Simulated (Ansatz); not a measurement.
Job for Ansatz (a first-principles code): R-PBE/def2-TZVPP on H2SSi (SMILES [SiH]S), atoms moved off the minimum.

Ansatz 0.2 input:
```yaml
crystal:
  periodic: [false, false, false]
  atoms:
    - {symbol: Si, position_ang: [0.15543796, -0.88312607, 0.80627254]}
    - {symbol: H, position_ang: [0.70993307, -1.63941257, -0.39206558]}
    - {symbol: S, position_ang: [-0.20188973, 0.78890295, -0.72361910]}
    - {symbol: H, position_ang: [-0.64854381, 1.66224170, 0.35392748]}
basis:
  gaussian:
    orbitals: def2-TZVPP
hamiltonian:
  xc: {name: PBE}
scf: {lower_state_search: off}
output: {forces: true}
```

The head of its log:

```
WARN ansatz: RAYON_NUM_THREADS=1 ignored (pool sized by the plan → 1); use --threads N
Functional definition: PBE
these checks for a lower state are left out or cut short: stability, starts, cluster_reference, orbital_swaps, neighbouring_geometries, increment
integrals: 0.03 GiB planned
690 factors; their error is unknown
mean field: 0.25 GiB planned
mean field evaluation 1: about -18735.4132 eV, gradient 1.8e1 eV
mean field evaluation 2: about -18731.4204 eV, gradient 3.9e1 eV
```

Task: Predict the final total energy.

Result: -688.5559 hartree.
